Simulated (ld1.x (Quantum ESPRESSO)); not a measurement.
## rubidium: one change to a TM potential, before and after

ld1.x (Quantum ESPRESSO) 7.5 input, shortened:

```
&input
   title='Rb', zed=37., rel=1, dft='PBE', iswitch=3,
   config='[Kr] 4d-2 5s1 5p0'
 /
 &inputp
   pseudotype=2, tm=.true., lloc=1,
   nlcc=.true.
 /
3
5S  1  0   1.00   0.00  4.20  4.20  0.0
4D  3  2  -2.00  -0.15  3.95  3.95  0.0
4P  2  1   6.00   0.00  2.15  2.15  0.0
 &test
   configts(1)='4p6 5s1 5p0'
 /
```

Change: core [Kr], valence charge 1; reference 5s1 5p0; waves now 5p (bound): rc 4.20 bohr; 4d channel at -0.15 Ry: rc 4.35 bohr; 5s (bound): rc 3.90 bohr; local potential the s channel; core correction Bessel-smoothed model core inside 2.90 bohr.

Cutoffs: the cutoffs (Ry, on a coarse ladder) from which the occupation-weighted sum of valence levels, in a spherical-Bessel basis at the reference potential, stays within 10 and 1 mRy of its value at 400 Ry; they do not see the model core or the augmentation charge, which bear on the density cutoff. Errors are all-electron minus pseudo energies relative to the spin-unpolarised reference configuration.

Question: What does the change do?

Answer: The potential gets softer (15 Ry and 30 Ry → 6 Ry and 6 Ry); the bound ghost in d, s disappears; the number of tests that count goes from 3 to 2. The shells moved into the core no longer need plane waves of their own. Several settings change at once here, so the effects cannot be laid on one of them.

| quantity | base | changed |
| --- | --- | --- |
| cutoff, loose | 15 Ry | 6 Ry |
| cutoff, tight | 30 Ry | 6 Ry |
| bound ghosts | d, s | none |
| tests counted (converged, no solver errors) | 3 of 4 | 2 of 2 |

Base: Tests not counted: 4p5 5s1 5p0 (solver errors, printed error +116 meV). A true bound ghost makes a file unfit for plane-wave use even where its test errors are small: the radial tests pick states by their node count and pass the ghost by.
